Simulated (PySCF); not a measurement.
Ga(OH)(OMe)(OEt), SMILES CC[O][Ga]([OH])[O]C (GFN2-xTB optimised geometry):

```
16

Ga    -0.326    -0.350     0.000
O     -1.370    -1.762     0.038
H     -1.040    -2.655     0.108
O      1.436    -0.350     0.000
C      2.386    -1.390     0.091
H      1.934    -2.381     0.216
H      2.990    -1.396    -0.821
H      3.033    -1.193     0.950
O     -0.995     1.277     0.000
C     -2.338     1.584    -0.322
C     -2.656     1.299    -1.781
H     -3.033     1.032     0.322
H     -2.444     2.655    -0.110
H     -2.510     0.232    -1.968
H     -3.686     1.565    -2.006
H     -1.987     1.862    -2.428
```

Method: CAM-B3LYP/def2-TZVP run with PySCF.

Question: What are the frontier orbital energies and the dipole moment?

Answer: HOMO-2 -9.69 eV, HOMO-1 -9.58 eV, HOMO -9.14 eV, LUMO 0.24 eV, LUMO+1 1.28 eV; dipole moment 2.22 D.

Meta-Löwdin charges at CAM-B3LYP/def2-TZVP: Ga1 1.10, O2 -0.73, H3 0.35, O4 -0.58, C5 -0.09, H6 0.08, H7 0.11, H8 0.11, O9 -0.58, C10 0.04, C11 -0.34, H12 0.09, H13 0.11, H14 0.11, H15 0.12, H16 0.11.
